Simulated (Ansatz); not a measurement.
System: sum formula Si2H3Cl2, charge 0, multiplicity 2. It need not be the lowest isomer of its formula. 
Geometry from a B3LYP-D3(BJ)/def2-TZVP (Ansatz, a program for electronic structure) optimisation:
```xyz
7

Si    -2.1312    -0.1421     0.0656
Si     0.1286     0.0627    -0.5894
Cl     1.1597    -1.6247     0.0447
Cl     0.9461     1.7222     0.3542
H     -2.2269    -0.2843     1.5373
H     -2.8450     1.0748    -0.3812
H     -2.6910    -1.3371    -0.6042
```
Charge 0, spin multiplicity 2.

Total electronic energies in hartree. Correlated levels leave the core frozen unless marked. Open shells are spin-unrestricted. Spin-orbit coupling is left out. Non-relativistic. CBS marks a two-point X^-3 extrapolation of the correlation energy; Hartree-Fock from the larger set (for Q and 5 zeta extrapolated as (X+1)exp(-9√X)).

```json
[
 {"level": "r2SCAN/def2-TZVPD", "program": "Ansatz", "energy (Eh)": "-1501.18134"},
 {"level": "B3LYP-D4/def2-TZVPD", "program": "Ansatz + dftd4", "energy (Eh)": "-1501.37738"},
 {"level": "PBE0/def2-TZVPD", "program": "Ansatz", "energy (Eh)": "-1500.74651"},
 {"level": "r2SCANh-D4/def2-TZVPD", "program": "Ansatz + dftd4", "energy (Eh)": "-1501.17744"},
 {"level": "B2GP-PLYP-D4/def2-TZVPD", "program": "Ansatz + dftd4", "energy (Eh)": "-1500.61113"},
 {"level": "MP2/STO-3G", "program": "Ansatz", "energy (Eh)": "-1482.27250"},
 {"level": "SCS-MP2/cc-pV(Q+d)Z", "program": "Ansatz", "energy (Eh)": "-1499.42742"},
 {"level": "CCSD(T)/CBS(cc-pV(T+d)Z,cc-pV(Q+d)Z)", "program": "Ansatz", "energy (Eh)": "-1499.5520"},
 {"level": "CCSD(T)/CBS(cc-pV(Q+d)Z,cc-pV(5+d)Z)", "program": "Ansatz", "energy (Eh)": "-1499.5518"}
]
```

Totals of different functionals don't rank their quality; only differences between species are comparable.
